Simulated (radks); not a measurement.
Question: All-electron atom: Ti X in [He] 2s2 2p(1/2: 1, 3/2: 4) 3s2 3p(1/2: 2, 3/2: 0) (not the ground configuration). All-electron calculation, Dirac Kohn-Sham, BLYP, spin-unpolarised, spherical densities, finite nucleus; Fermi nuclear charge, rms radius 3.5921 fm. Program: a radial shooting solver on a logarithmic mesh with Libxc functionals. Some entries of the table are withheld. Estimate them.

orbital,occ.,eigenvalue (hartree),<r> (bohr),<r^2> (bohr^2)
1s1/2,2,-188.9615,0.06952,(1)
2s1/2,2,(2),0.3177,0.1190
2p1/2,1,-25.34747,(3),0.09573
2p3/2,4,-25.12111,(4),0.09733
3s1/2,2,-8.70801,0.8590,0.8396
3p1/2,2,-7.79642,0.8607,0.8540
3p3/2,0,-7.75580,0.8651,0.8626

Answer: 
(1) 1s1/2 <r^2> (bohr^2): 0.006498
(2) 2s1/2 eigenvalue (hartree): -28.38452
(3) 2p1/2 <r> (bohr): 0.2792
(4) 2p3/2 <r> (bohr): 0.2817
